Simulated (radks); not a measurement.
Results of a calculation; reference values are marked as such.
Problem. Species: the chlorine ion Cl3+. Configuration: [Ne] 3s2 3p2. Code: a radial shooting solver on a logarithmic mesh with Libxc functionals. Model: scalar-relativistic Kohn-Sham, BLYP, spin-polarised, spherical densities, point nucleus; open shells are filled with parallel spins first. Some entries of the table are withheld. Estimate them.

orbital,occ.,eigenvalue (hartree),<r^2> (bohr^2)
1s up,1,-102.8764,0.01113
1s down,1,-102.8594,0.01113
2s up,1,-10.93223,0.2339
2s down,1,-10.91662,0.2336
2p up,3,-8.70559,0.2051
2p down,3,-8.68362,0.2048
3s up,1,(1),(2)
3s down,1,(3),(4)
3p up,2,-1.69443,2.637
3p down,0,-1.59214,2.733

Solution. 
(1) 3s up eigenvalue (hartree): -2.20147
(2) 3s up <r^2> (bohr^2): 2.212
(3) 3s down eigenvalue (hartree): -2.09378
(4) 3s down <r^2> (bohr^2): 2.249
